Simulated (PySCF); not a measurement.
Radial density of Co⁺ (cobalt, charge +1)

BHandHLYP, [Ar] 3d7 4p1, one real determinant (an excited configuration). Calculation: PySCF 2.14, in aug-cc-pVQZ (9s8p6d4f3g2h, 140 functions); the non-relativistic Hamiltonian (point nucleus).

| r (bohr) | 4πr²ρ (e/bohr) | 4πr²(ρα − ρβ) |
| --- | --- | --- |
| 0.000956 | 0.1458 | 0.0000 |
| 0.00161 | 0.3982 | 0.0000 |
| 0.00271 | 1.062 | 0.0000 |
| 0.00455 | 2.719 | 0.0000 |
| 0.00766 | 6.509 | -0.0001 |
| 0.0129 | 13.91 | -0.0001 |
| 0.0217 | 24.62 | 0.0001 |
| 0.0364 | 32.23 | 0.0018 |
| 0.0613 | 28.57 | 0.0096 |
| 0.103 | 26.60 | 0.0428 |
| 0.173 | 36.40 | 0.2125 |
| 0.292 | 23.04 | 0.9935 |
| 0.490 | 15.58 | 2.6211 |
| 0.825 | 16.40 | 2.7715 |
| 1.39 | 4.599 | 1.1616 |
| 2.33 | 0.7967 | 0.4745 |
| 3.93 | 0.2499 | 0.2384 |
| 6.60 | 0.01935 | 0.0193 |
| 11.1 | 7.510e-05 | 0.0001 |

⟨L²⟩ = 13.95 against 20 for a pure G term, so this real determinant mixes terms.
